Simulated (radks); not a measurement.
Values are calculated unless marked as measured or tabulated.
Isoelectronic series with 8 electrons, each ion in its NIST ground configuration. Level of theory: scalar-relativistic Kohn-Sham, r2SCAN, spin-unpolarised, spherical densities, finite nucleus; meta-GGA in the generalised Kohn-Sham scheme; Fermi nuclear charge, rms radius of each element as measured or else 0.836 A^(1/3) + 0.57 fm (a radial shooting solver on a logarithmic mesh with Libxc functionals). Total energies (hartree) and mean radii <r> (bohr):

| ion | configuration | E (hartree) | 2p | 2s |
|---|---|---|---|---|
| O | [He] 2s2 2p4 | -75.01398 | 1.259 | 1.138 |
| Ne2+ | [He] 2s2 2p4 | -126.61572 | 0.8106 | 0.8271 |
| Mg4+ | [He] 2s2 2p4 | -192.34935 | 0.6059 | 0.6473 |
| Si6+ | [He] 2s2 2p4 | -272.22914 | 0.4852 | 0.5314 |
| S8+ | [He] 2s2 2p4 | -366.29551 | 0.4051 | 0.4506 |
| Ar10+ | [He] 2s2 2p4 | -474.60273 | 0.3478 | 0.3909 |
| Ca12+ | [He] 2s2 2p4 | -597.21608 | 0.3047 | 0.3451 |
| Ti14+ | [He] 2s2 2p4 | -734.21071 | 0.2711 | 0.3088 |
| Cr16+ | [He] 2s2 2p4 | -885.67179 | 0.2442 | 0.2793 |
| Fe18+ | [He] 2s2 2p4 | -1051.69411 | 0.2221 | 0.2548 |
| Ni20+ | [He] 2s2 2p4 | -1232.38275 | 0.2036 | 0.2342 |
| Zn22+ | [He] 2s2 2p4 | -1427.85239 | 0.1879 | 0.2166 |
| Ge24+ | [He] 2s2 2p4 | -1638.22899 | 0.1744 | 0.2013 |
